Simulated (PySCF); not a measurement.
F4Zr, SMILES [F][Zr]([F])([F])[F] (connectivity only; charge and spin as stated), charge +1, multiplicity 2. Atoms are numbered in the order given.

```xyz
5

Zr     0.0000     0.0000     0.0669
F     -1.5386     0.8883    -0.7349
F      0.0000     0.0000     1.9074
F      1.5386     0.8883    -0.7349
F      0.0000    -1.7766    -0.7349
```
Charge +1, spin multiplicity 2.

Geometry optimised at PBE0-D3(BJ)/def2-SVP. A frequency run showed that this geometry is not a minimum. The multiplicity is an assumed one; other spin states were not compared. The isomer is the one that the SMILES or the coordinates give; other isomers of the formula were not compared. The def2 effective core potentials stand for the cores of Zr; spin–orbit coupling is left out.

Calculation: TDA-ωB97X/def2-SVPD in PySCF 2.14.0.

Vertical excitations; the highest root listed may be one member of a degenerate set. 

Computed excitation energies, oscillator strengths and character:
```tsv
state	energy (eV)	λ (nm)	f	main pairs
root 1	0.33	3766	0.001	β HOMO−5→LUMO, β HOMO−2→LUMO, β HOMO−1→LUMO (degenerate set)
root 2	0.33	3761	0.001	β HOMO−6→LUMO, β HOMO−3→LUMO, β HOMO→LUMO (degenerate set)
root 3	0.33	3736	0.000	β HOMO−4→LUMO 64 %, β HOMO−7→LUMO 26 %
root 4	0.83	1495	0.008	β HOMO−9→LUMO, β HOMO−2→LUMO, β HOMO−1→LUMO (degenerate set)
root 5	0.83	1494	0.008	β HOMO−10→LUMO, β HOMO−3→LUMO, β HOMO→LUMO (degenerate set)
root 6	1.06	1170	0.000	β HOMO−8→LUMO 50 %, β HOMO−7→LUMO 46 %
root 7	1.75	708	0.080	β HOMO→LUMO, β HOMO−6→LUMO, β HOMO−10→LUMO (degenerate set)
root 8	1.75	707	0.080	β HOMO−1→LUMO, β HOMO−5→LUMO, β HOMO−9→LUMO (degenerate set)
root 9	2.14	580	0.003	β HOMO−9→LUMO, β HOMO−2→LUMO, β HOMO−5→LUMO (degenerate set)
root 10	2.14	580	0.003	β HOMO−10→LUMO, β HOMO−3→LUMO, β HOMO−6→LUMO (degenerate set)
```
Unrestricted roots are not spin-pure.
